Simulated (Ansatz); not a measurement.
Ansatz (a first-principles code) input (B3LYP-D3(BJ)/def2-TZVP):

Ansatz 0.2 input:
```yaml
crystal:
  periodic: [false, false, false]
  atoms:
    - {symbol: C, position_ang: [-2.24926067, -0.26712158, -0.08189640]}
    - {symbol: C, position_ang: [-0.82591161, -0.48205185, -0.57849611]}
    - {symbol: C, position_ang: [0.16942924, 0.39443735, 0.18934699]}
    - {symbol: C, position_ang: [1.55762387, 0.25231618, -0.27387927]}
    - {symbol: C, position_ang: [2.64777655, 0.29067702, 0.62841544]}
    - {symbol: O, position_ang: [2.54526540, 0.39206225, 1.84769946]}
    - {symbol: H, position_ang: [-2.32174504, -0.49564116, 0.97886013]}
    - {symbol: H, position_ang: [-2.93931274, -0.91328583, -0.61917306]}
    - {symbol: H, position_ang: [-2.55831654, 0.76504273, -0.23246030]}
    - {symbol: H, position_ang: [-0.54773779, -1.52955698, -0.44764895]}
    - {symbol: H, position_ang: [-0.76918116, -0.25102001, -1.64448859]}
    - {symbol: H, position_ang: [0.13441376, 0.19141105, 1.26341714]}
    - {symbol: H, position_ang: [-0.13763848, 1.44271915, 0.05991983]}
    - {symbol: H, position_ang: [1.74973017, 0.13182384, -1.32938065]}
    - {symbol: H, position_ang: [3.64732586, 0.22826618, 0.15977339]}
basis:
  gaussian:
    orbitals: def2-TZVP
hamiltonian:
  xc: b3lyp
  dispersion: d3bj
magnetization: {spin_polarized: true, initial_magnetization: 1}
relax: {f_tol: 0.002, max_steps: 150}
```

Output:

```
Functional definition: B3LYP
integrals: 0.16 GiB planned
1447 factors; their error is unknown
0.32 GiB of the device are held for the grids
1.29 GiB of device memory are held for the factors and their scratch space
mean field: 1.54 GiB planned
mean field evaluation 1: about -7367.5824 eV, gradient 5.4e1 eV
mean field evaluation 2: about -7356.6313 eV, gradient 7.3e1 eV
mean field evaluation 4: about -7380.5049 eV, gradient 6.3e0 eV
mean field evaluation 8: about -7380.6631 eV, gradient 1.9e-1 eV
mean field evaluation 16: about -7380.6335 eV, gradient 6.9e-3 eV
mean field -7380.63351012 eV, -271.2332787239 hartree, gradient 6.0e-5 eV, S^2 0.763595; 2 other end points of the search recorded, 0 dependent functions left out
the calculation of the forces begins
reference -7380.63381621 eV, -271.2332899723 hartree; 24, 23 occupied and 216, 217 virtual orbitals, 1447 factors
relax step   1: F+E_penalty+E_count = -7381.13480640 eV  Δ(F+E_penalty+E_count) = +0.000e0 eV  max|allowed force component| = 5.994e-1 eV/Å  Δτ_max = 0.0000 Å  (48 SCF iters, accepted)
these checks for a lower state are left out or cut short: starts, cluster_reference, orbital_swaps, neighbouring_geometries, increment
integrals: 0.16 GiB planned
1447 factors; their error is unknown
0.32 GiB of the device are held for the grids
1.29 GiB of device memory are held for the factors and their scratch space
mean field: 1.53 GiB planned
mean field evaluation 32: about -7380.6537 eV, gradient 6.3e-3 eV
mean field -7380.65368099 eV, -271.2340199895 hartree, gradient 1.7e-5 eV, S^2 0.763981; 0 other end points of the search recorded, 0 dependent functions left out
the calculation of the forces begins
reference -7380.65398859 eV, -271.2340312938 hartree; 24, 23 occupied and 216, 217 virtual orbitals, 1447 factors
relax step   2: F+E_penalty+E_count = -7381.15175433 eV  Δ(F+E_penalty+E_count) = -1.695e-2 eV  max|allowed force component| = 2.163e-1 eV/Å  Δτ_max = 0.0381 Å  (41 SCF iters, accepted)
these checks for a lower state are left out or cut short: starts, cluster_reference, orbital_swaps, neighbouring_geometries, increment
integrals: 0.16 GiB planned
1447 factors; their error is unknown
0.32 GiB of the device are held for the grids
1.29 GiB of device memory are held for the factors and their scratch space
mean field: 1.53 GiB planned
mean field -7380.65508234 eV, -271.2340714883 hartree, gradient 1.4e-5 eV, S^2 0.764206; 0 other end points of the search recorded, 0 dependent functions left out
the calculation of the forces begins
reference -7380.65539015 eV, -271.2340828000 hartree; 24, 23 occupied and 216, 217 virtual orbitals, 1447 factors
relax step   3: F+E_penalty+E_count = -7381.15262169 eV  Δ(F+E_penalty+E_count) = -8.674e-4 eV  max|allowed force component| = 2.057e-1 eV/Å  Δτ_max = 0.0233 Å  (43 SCF iters, accepted)
these checks for a lower state are left out or cut short: starts, cluster_reference, orbital_swaps, neighbouring_geometries, increment
integrals: 0.16 GiB planned
1447 factors; their error is unknown
0.32 GiB of the device are held for the grids
1.29 GiB of device memory are held for the factors and their scratch space
mean field: 1.54 GiB planned
mean field -7380.65687267 eV, -271.2341372817 hartree, gradient 1.5e-5 eV, S^2 0.764232; 0 other end points of the search recorded, 0 dependent functions left out
the calculation of the forces begins
reference -7380.65718076 eV, -271.2341486038 hartree; 24, 23 occupied and 216, 217 virtual orbitals, 1447 factors
relax step   4: F+E_penalty+E_count = -7381.15441140 eV  Δ(F+E_penalty+E_count) = -1.790e-3 eV  max|allowed force component| = 5.174e-2 eV/Å  Δτ_max = 0.0248 Å  (42 SCF iters, accepted)
these checks for a lower state are left out or cut short: starts, cluster_reference, orbital_swaps, neighbouring_geometries, increment
integrals: 0.16 GiB planned
1447 factors; their error is unknown
[...]
mean field: 1.54 GiB planned
mean field -7380.66216187 eV, -271.2343316563 hartree, gradient 1.4e-5 eV, S^2 0.764324; 0 other end points of the search recorded, 0 dependent functions left out
the calculation of the forces begins
reference -7380.66246896 eV, -271.2343429414 hartree; 24, 23 occupied and 216, 217 virtual orbitals, 1447 factors
relax step  17: F+E_penalty+E_count = -7381.16304048 eV  Δ(F+E_penalty+E_count) = -9.612e-5 eV  max|allowed force component| = 4.458e-3 eV/Å  Δτ_max = 0.0115 Å  (42 SCF iters, accepted)
these checks for a lower state are left out or cut short: starts, cluster_reference, orbital_swaps, neighbouring_geometries, increment
integrals: 0.16 GiB planned
1447 factors; their error is unknown
0.32 GiB of the device are held for the grids
1.29 GiB of device memory are held for the factors and their scratch space
mean field: 1.54 GiB planned
mean field -7380.66184529 eV, -271.2343200222 hartree, gradient 1.4e-5 eV, S^2 0.764348; 0 other end points of the search recorded, 0 dependent functions left out
the calculation of the forces begins
reference -7380.66215189 eV, -271.2343312895 hartree; 24, 23 occupied and 216, 217 virtual orbitals, 1447 factors
relax step  18: F+E_penalty+E_count = -7381.16318635 eV  Δ(F+E_penalty+E_count) = -1.459e-4 eV  max|allowed force component| = 3.156e-2 eV/Å  Δτ_max = 0.0440 Å  (41 SCF iters, accepted)
these checks for a lower state are left out or cut short: starts, cluster_reference, orbital_swaps, neighbouring_geometries, increment
integrals: 0.16 GiB planned
1447 factors; their error is unknown
0.32 GiB of the device are held for the grids
1.29 GiB of device memory are held for the factors and their scratch space
mean field: 1.54 GiB planned
mean field evaluation 160: about -7380.6616 eV, gradient 5.1e-4 eV
mean field -7380.66158002 eV, -271.2343102738 hartree, gradient 1.6e-5 eV, S^2 0.764346; 0 other end points of the search recorded, 0 dependent functions left out
the calculation of the forces begins
reference -7380.66188634 eV, -271.2343215307 hartree; 24, 23 occupied and 216, 217 virtual orbitals, 1447 factors
relax step  19: F+E_penalty+E_count = -7381.16324675 eV  Δ(F+E_penalty+E_count) = -6.040e-5 eV  max|allowed force component| = 3.562e-2 eV/Å  Δτ_max = 0.0293 Å  (40 SCF iters, accepted)
these checks for a lower state are left out or cut short: starts, cluster_reference, orbital_swaps, neighbouring_geometries, increment
integrals: 0.16 GiB planned
1447 factors; their error is unknown
0.32 GiB of the device are held for the grids
1.29 GiB of device memory are held for the factors and their scratch space
mean field: 1.54 GiB planned
mean field -7380.66137741 eV, -271.2343028279 hartree, gradient 1.3e-5 eV, S^2 0.764338; 0 other end points of the search recorded, 0 dependent functions left out
the calculation of the forces begins
reference -7380.66168357 eV, -271.2343140790 hartree; 24, 23 occupied and 216, 217 virtual orbitals, 1447 factors
relax step  20: F+E_penalty+E_count = -7381.16328241 eV  Δ(F+E_penalty+E_count) = -3.567e-5 eV  max|allowed force component| = 2.788e-2 eV/Å  Δτ_max = 0.0170 Å  (40 SCF iters, accepted)
these checks for a lower state are left out or cut short: starts, cluster_reference, orbital_swaps, neighbouring_geometries, increment
integrals: 0.16 GiB planned
1447 factors; their error is unknown
0.32 GiB of the device are held for the grids
1.29 GiB of device memory are held for the factors and their scratch space
mean field: 1.55 GiB planned
mean field -7380.66111336 eV, -271.2342931244 hartree, gradient 1.5e-5 eV, S^2 0.764331; 0 other end points of the search recorded, 0 dependent functions left out
the calculation of the forces begins
reference -7380.66141938 eV, -271.2343043701 hartree; 24, 23 occupied and 216, 217 virtual orbitals, 1447 factors
relax step  21: F+E_penalty+E_count = -7381.16327579 eV  Δ(F+E_penalty+E_count) = +6.629e-6 eV  max|allowed force component| = 2.522e-2 eV/Å  Δτ_max = 0.0209 Å  (40 SCF iters, rejected (line search))
these checks for a lower state are left out or cut short: starts, cluster_reference, orbital_swaps, neighbouring_geometries, increment
integrals: 0.16 GiB planned
1447 factors; their error is unknown
0.32 GiB of the device are held for the grids
1.29 GiB of device memory are held for the factors and their scratch space
mean field: 1.54 GiB planned
mean field -7380.66124917 eV, -271.2342981151 hartree, gradient 1.9e-5 eV, S^2 0.764319; 0 other end points of the search recorded, 0 dependent functions left out
the calculation of the forces begins
reference -7380.66155525 eV, -271.2343093634 hartree; 24, 23 occupied and 216, 217 virtual orbitals, 1447 factors
relax step  22: F+E_penalty+E_count = -7381.16328823 eV  Δ(F+E_penalty+E_count) = -5.813e-6 eV  max|allowed force component| = 1.417e-2 eV/Å  Δτ_max = 0.0102 Å  (40 SCF iters, accepted)
these checks for a lower state are left out or cut short: starts, cluster_reference, orbital_swaps, neighbouring_geometries, increment
integrals: 0.16 GiB planned
1447 factors; their error is unknown
0.32 GiB of the device are held for the grids
1.29 GiB of device memory are held for the factors and their scratch space
mean field: 1.55 GiB planned
mean field -7380.66120645 eV, -271.2342965453 hartree, gradient 1.3e-5 eV, S^2 0.764316; 0 other end points of the search recorded, 0 dependent functions left out
the calculation of the forces begins
reference -7380.66151251 eV, -271.2343077926 hartree; 24, 23 occupied and 216, 217 virtual orbitals, 1447 factors
relax step  23: F+E_penalty+E_count = -7381.16329920 eV  Δ(F+E_penalty+E_count) = -1.097e-5 eV  max|allowed force component| = 9.169e-3 eV/Å  Δτ_max = 0.0043 Å  (44 SCF iters, accepted)
these checks for a lower state are left out or cut short: starts, cluster_reference, orbital_swaps, neighbouring_geometries, increment
integrals: 0.16 GiB planned
1447 factors; their error is unknown
0.32 GiB of the device are held for the grids
1.29 GiB of device memory are held for the factors and their scratch space
mean field: 1.54 GiB planned
mean field evaluation 192: about -7380.6916 eV, gradient 4.5e-1 eV
mean field -7380.66119580 eV, -271.2342961539 hartree, gradient 1.2e-5 eV, S^2 0.764311; 0 other end points of the search recorded, 0 dependent functions left out
the calculation of the forces begins
reference -7380.66150185 eV, -271.2343074009 hartree; 24, 23 occupied and 216, 217 virtual orbitals, 1447 factors
relax step  24: F+E_penalty+E_count = -7381.16329990 eV  Δ(F+E_penalty+E_count) = -7.048e-7 eV  max|allowed force component| = 6.496e-3 eV/Å  Δτ_max = 0.0010 Å  (42 SCF iters, accepted)
these checks for a lower state are left out or cut short: starts, cluster_reference, orbital_swaps, neighbouring_geometries, increment
integrals: 0.16 GiB planned
1447 factors; their error is unknown
0.32 GiB of the device are held for the grids
1.29 GiB of device memory are held for the factors and their scratch space
mean field: 1.54 GiB planned
mean field -7380.66118054 eV, -271.2342955929 hartree, gradient 1.2e-5 eV, S^2 0.764302; 0 other end points of the search recorded, 0 dependent functions left out
the calculation of the forces begins
reference -7380.66148657 eV, -271.2343068396 hartree; 24, 23 occupied and 216, 217 virtual orbitals, 1447 factors
relax step  25: F+E_penalty+E_count = -7381.16330056 eV  Δ(F+E_penalty+E_count) = -6.555e-7 eV  max|allowed force component| = 1.252e-3 eV/Å  Δτ_max = 0.0013 Å  (42 SCF iters, accepted)
integrals: 0.16 GiB planned
1447 factors; their error is unknown
0.32 GiB of the device are held for the grids
1.29 GiB of device memory are held for the factors and their scratch space
mean field: 1.54 GiB planned
mean field evaluation 224: about -7380.6612 eV, gradient 3.1e-2 eV
mean field -7380.66118054 eV, -271.2342955929 hartree, gradient 1.2e-5 eV, S^2 0.764302; 3 other end points of the search recorded, 0 dependent functions left out
the calculation of the forces begins
reference -7380.66148657 eV, -271.2343068396 hartree; 24, 23 occupied and 216, 217 virtual orbitals, 1447 factors
Total energy: -7381.16360659 eV, -271.2527594099 hartree
Atom 0 at    -2.221724    -0.330753    -0.066320 Å, force    -0.000324     0.000010     0.000050 eV/Å
Atom 1 at    -0.763796    -0.483604    -0.486816 Å, force     0.000056    -0.000385    -0.000148 eV/Å
Atom 2 at     0.136831     0.599308     0.143391 Å, force     0.000719     0.000324    -0.000079 eV/Å
Atom 3 at     1.547405     0.480528    -0.286267 Å, force    -0.000513     0.000619    -0.000742 eV/Å
Atom 4 at     2.597134     0.071638     0.585825 Å, force    -0.000472    -0.000906     0.001252 eV/Å
Atom 5 at     2.430707    -0.204452     1.775890 Å, force     0.000264     0.000140    -0.000048 eV/Å
Atom 6 at    -2.325404    -0.398751     1.018591 Å, force     0.000015    -0.000019    -0.000056 eV/Å
Atom 7 at    -2.842519    -1.110125    -0.511284 Å, force     0.000029     0.000041    -0.000000 eV/Å
Atom 8 at    -2.622594     0.636191    -0.379000 Å, force     0.000009    -0.000046     0.000012 eV/Å
Atom 9 at    -0.390116    -1.466217    -0.189120 Å, force     0.000000     0.000120     0.000027 eV/Å
Atom 10 at    -0.682463    -0.434761    -1.576504 Å, force    -0.000025     0.000075     0.000048 eV/Å
Atom 11 at     0.083934     0.532510     1.230667 Å, force    -0.000134     0.000061     0.000031 eV/Å
Atom 12 at    -0.251036     1.580975    -0.154541 Å, force     0.000035    -0.000219     0.000106 eV/Å
Atom 13 at     1.800754     0.672964    -1.324242 Å, force     0.000072    -0.000140     0.000071 eV/Å
Atom 14 at     3.605349     0.004628     0.139740 Å, force     0.000271     0.000325    -0.000524 eV/Å
Dipole moment:    -0.253471     0.141479    -0.596403 e Å
```

It need not be the lowest isomer of its formula.
